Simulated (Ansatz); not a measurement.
Worked example: CH3I + SnH2(SeH) → CH2I + SnH3(SeH)

Species: CH3I (methyl iodide) `CI`, singlet; SnH2(SeH), doublet; CH2I `[CH2]I`, doublet; SnH3(SeH), singlet. A radical takes H: the energy is the difference in strength between the C–H bond broken and the Sn–H bond made.

Shapes, held fixed at every level: PBE0-D4/def2-TZVP. Flexible molecules stand in one conformer, not always the lowest. Programs: Ansatz 0.2.0. The zero-point and thermal change to 298 K, harmonic and unscaled (PBE0-D4/def2-TZVP), is -15.9 kJ/mol.

At CCSD(T)/def2-TZVPP; 1 Eh = 2625.50 kJ/mol:

| species | energy (Eh) |
| --- | --- |
| CH3I | -336.975382 |
| SnH2(SeH) | -2615.559996 |
| CH2I | -336.304731 |
| SnH3(SeH) | -2616.182517 |

Work out ΔH(298 K) of the reaction at this level.


1. Products less reactants: (-336.304731) + (-2616.182517) − [(-336.975382) + (-2615.559996)] = 0.048130 Eh = +126.4 kJ/mol.
2. With the thermal change: +126.4 + (-15.9) = +110.5 kJ/mol.

Other levels give +91.7 (HF/def2-TZVPP) to +127.3 kJ/mol (MP2/def2-SVP). No measured value is set beside it here. Open shells run unrestricted unless RO is named. For atoms past krypton def2 sets carry core potentials with scalar relativity. Relativity is left out for Se unless named. Correlated rows may include outer-core shells of I, Se, Sn, which these sets cover unevenly.
